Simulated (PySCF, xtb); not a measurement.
C2H8Si2. Atoms are numbered in the order given.

```xyz
12

Si     0.0351     2.3181     0.0000
C     -0.4434     0.5058     0.0000
C      0.4434    -0.5058     0.0000
Si    -0.0351    -2.3181     0.0000
H      1.5251     2.4284     0.0000
H     -0.5154     3.0092    -1.2073
H     -0.5154     3.0092     1.2073
H     -1.5159     0.2599     0.0000
H      1.5159    -0.2599     0.0000
H      0.5154    -3.0092     1.2073
H      0.5154    -3.0092    -1.2073
H     -1.5251    -2.4284     0.0000
```
Charge 0, spin multiplicity 1.

Coordinates come from a PBE0-D3(BJ)/def2-SVP optimisation.

The numbers are results of C-PCM-PBE0/def2-SVP in PySCF, not measurements.

The values are the electrostatic part of the solvation free energy, E(continuum) − E(gas) at the gas-phase geometry, in a cavity of scaled van der Waals radii (PySCF's table); cavitation and dispersion terms are not included. In vacuum the orbital gap is 7.10 eV. The dipole moment in vacuum is 0.00 D.

Q: Estimate the values in water (ε = 78.36), chloroform (ε = 4.71), n-hexane (ε = 1.88). (An estimate is asked for; the answer gives what the named calculation found.)

A: 
| solvent | ε | ΔG(elec) (kcal/mol) | dipole (D) | gap (eV) |
|---|---|---|---|---|
| water | 78.36 | -0.8 | 0.00 | 7.12 |
| chloroform | 4.71 | -0.6 | 0.00 | 7.11 |
| n-hexane | 1.88 | -0.4 | 0.00 | 7.11 |

For comparison, GFN2-xTB/ALPB(water) (xtb, at the GFN2-xTB geometry, all terms of that model) gives 1.2 kcal/mol.
